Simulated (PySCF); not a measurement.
A series of related molecules.

All values: CAM-B3LYP/def2-SVPD (PySCF) at GFN2-xTB geometries, gas phase, one conformer each. Core orbitals are frozen in the response; Δα² is half the sum of the squared differences of the principal polarisabilities.

(1) Rank by mean static polarisability, highest first.
A. `CC1=PC=CO1`
B. `c1(C)pc(co1)Cl`
C. `Cc1oc([SiH3])cp1`

(2) Rank by dipole moment, lowest first.
A. `p1cc(C)oc1C`
B. `c1(Cl)cpc(C)o1`
C. `Cc1occ(Cl)p1`

## Answers

(1) C (14.99 Å³), B (12.78 Å³), A (10.66 Å³).

(2) B (0.93 D), A (1.56 D), C (2.23 D).

All values together:

```csv
SMILES,change,formula,μ (D),HOMO (eV),LUMO (eV),α (Å³),Δα (Å³),electrons,α per electron (Å³)
Cc1occp1,parent,C4H5OP,1.00,-7.75,0.39,10.66,4.92,52,0.205
Cc1oc([SiH3])cp1,H replaced by SiH3,C4H7OPSi,0.85,-7.74,0.25,14.99,7.10,68,0.220
Cc1oc(Cl)cp1,H replaced by Cl,C4H4ClOP,0.93,-7.83,0.06,12.93,6.79,68,0.190
Cc1cpc(C)o1,H replaced by CH3,C5H7OP,1.56,-7.41,0.50,12.61,5.82,60,0.210
Cc1occ(Cl)p1,H replaced by Cl,C4H4ClOP,2.23,-8.07,0.04,12.78,7.29,68,0.188
```

Task: Give the shifts from the parent, `Cc1occp1`.

Result: 
| SMILES | change in μ (D) | change in HOMO (eV) | change in LUMO (eV) | change in mean α (Å³) |
| --- | --- | --- | --- | --- |
| Cc1oc([SiH3])cp1 | -0.15 | +0.01 | -0.14 | +4.33 |
| Cc1oc(Cl)cp1 | -0.07 | -0.08 | -0.33 | +2.27 |
| Cc1cpc(C)o1 | +0.56 | +0.34 | +0.11 | +1.95 |
| Cc1occ(Cl)p1 | +1.23 | -0.32 | -0.35 | +2.12 |
